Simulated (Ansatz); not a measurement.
One change: `[BH2][GeH2][Br]` becomes `[Br][GeH2][Br]`.

Ansatz, PBE0-D4/def2-TZVP geometries, multiplicity 1. 

Scalar relativity is left out up to krypton. Spin–orbit coupling is left out; it splits and shifts lone-pair levels of the heavy atoms by tenths of an eV.

```json
{"property": "LUMO energy (PBE0/def2-TZVPP) / eV", "`[BH2][GeH2][Br]`": "-2.84"}
{"property": "ideal-gas entropy at 298 K and 1 bar (rigid rotor, harmonic PBE0-D4/def2-TZVP) / J/(mol·K)", "`[BH2][GeH2][Br]`": "331"}
{"property": "size of the dipole moment (ωB97M-V/def2-TZVPP) / D", "`[BH2][GeH2][Br]`": "2.44"}
{"property": "HOMO–LUMO gap (PBE0/def2-TZVPP) / eV", "`[BH2][GeH2][Br]`": "5.04"}
{"property": "HOMO–LUMO gap (B3LYP/def2-TZVPP) / eV", "`[BH2][GeH2][Br]`": "4.58"}
{"property": "LUMO energy (ωB97M-V/def2-TZVPP) / eV", "`[BH2][GeH2][Br]`": "-0.87"}
```

What does the change do to each property? (An estimate is asked.)

Computed: 
```tsv
property	`[Br][GeH2][Br]`	shift
LUMO energy (PBE0/def2-TZVPP) / eV	-1.27	1.57
ideal-gas entropy at 298 K and 1 bar (rigid rotor, harmonic PBE0-D4/def2-TZVP) / J/(mol·K)	324	-7
size of the dipole moment (ωB97M-V/def2-TZVPP) / D	1.76	-0.68
HOMO–LUMO gap (PBE0/def2-TZVPP) / eV	7.25	2.21
HOMO–LUMO gap (B3LYP/def2-TZVPP) / eV	6.67	2.09
LUMO energy (ωB97M-V/def2-TZVPP) / eV	0.66	1.53
```

With PBE0 the HOMO falls by 0.64 eV and the LUMO rises by 1.57 eV, so the gap widens by about 2.21 eV. PBE moves the HOMO by -0.58 eV and ωB97M-V by -0.65 eV. The zero-point energy changes by -48.4 kJ/mol with -6 modes. Dipoles are sizes alone; their direction can turn.

B3LYP here is the variant with VWN-RPA as its local correlation; programs differ in this.
